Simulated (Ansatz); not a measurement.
A ladder of methods for C4H4Si (SMILES C#C[SiH2]C#C)

C4H4Si has 9 atoms, charge 0, and is taken as a singlet. As SMILES, `C#C[SiH2]C#C`. Geometry: optimised at B3LYP/def2-SVP.

```xyz
9

C     2.0114   -0.0735    1.7100
C     1.2604   -0.3225    0.7852
Si    0.1394   -0.7140   -0.6164
C    -1.2686    0.4650   -0.6567
C    -2.2068    1.2394   -0.6943
H     2.6732    0.1485    2.5278
H     0.8975   -0.6168   -1.8927
H    -0.3835   -2.0973   -0.4548
H    -3.0346    1.9248   -0.7252
```

Each level gives the adiabatic electron affinity (to the doublet anion, shapes relaxed at B3LYP/def2-SVP, no zero-point term) (eV). The values are calculated.

The electron affinity is E(neutral) − E(anion): positive where the electron is bound.

```csv
level,kind,program,value (eV),less CCSD(T)/def2-SVP
HF/def2-SVP,Hartree–Fock,Ansatz,-1.91,-0.34
PBE/def2-SVP,GGA,Ansatz,-0.81,+0.76
B3LYP/def2-SVP,global hybrid,Ansatz,-0.97,+0.60
MP2/def2-SVP,perturbation theory,Ansatz,-1.82,-0.25
CCSD(T)/def2-SVP,coupled cluster or CI,Ansatz,-1.57,0.00
```

CCSD(T)/def2-SVP is the highest level here, not the true value. The values span -1.91 to -0.81 eV. Negative values mean that the anion is unbound at that level; they are set by how diffuse the basis is and aren't properties of the molecule.
